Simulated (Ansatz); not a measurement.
C2H7AlBF (`CB(F)[CH2][AlH2]`), relaxed with RKS PBE0-D4/def2-TZVP in Ansatz from a PBE-D4/def2-SVP geometry. The force threshold is 0.005 eV/Å; the program also tests the step.

The species carries charge 0 and has multiplicity 1.

Start:

```xyz
12

C     1.789    0.029    0.334
B     0.426   -0.760    0.298
F     0.482   -2.061   -0.086
C    -0.971   -0.161    0.608
Al   -1.673    0.630   -1.062
H     1.675    1.128    0.409
H     2.364   -0.306    1.227
H     2.428   -0.212   -0.542
H    -0.897    0.704    1.304
H    -1.710   -0.910    0.957
H    -2.861   -0.089   -1.857
H    -1.053    2.010   -1.591
```

| step | energy (eV) | largest force (eV/Å) | largest move (Å) |
| --- | --- | --- | --- |
| 1 | -12173.2699 | 0.503 | 0.000 |
| 2 | -12173.3013 | 0.193 | 0.025 |
| 3 | -12173.3034 | 0.159 | 0.020 |
| 4 | -12173.3048 | 0.032 | 0.015 |
| 5 | -12173.3050 | 0.024 | 0.007 |
| 6 (rejected) | -12173.3050 | 0.032 | 0.038 |
| 7 | -12173.3052 | 0.009 | 0.018 |
| 8 | -12173.3052 | 0.007 | 0.015 |
| 9 | -12173.3053 | 0.011 | 0.013 |
| 10 | -12173.3054 | 0.015 | 0.035 |
| 11 | -12173.3054 | 0.022 | 0.028 |
| 12 | -12173.3055 | 0.014 | 0.028 |
| 13 | -12173.3055 | 0.013 | 0.009 |
| 14 | -12173.3055 | 0.009 | 0.009 |
| 15 | -12173.3055 | 0.003 | 0.005 |

End:

```xyz
12

C     1.797    0.031    0.361
B     0.444   -0.754    0.287
F     0.516   -2.044   -0.092
C    -0.952   -0.170    0.565
Al   -1.697    0.630   -1.065
H     1.675    1.112    0.436
H     2.347   -0.301    1.251
H     2.442   -0.198   -0.493
H    -0.898    0.676    1.260
H    -1.673   -0.916    0.909
H    -2.973   -0.007   -1.758
H    -1.030    1.942   -1.659
```

It took 40 s on 4 threads of an AMD EPYC 7B13 on a shared host, with 0.54 GiB of host memory at the peak.
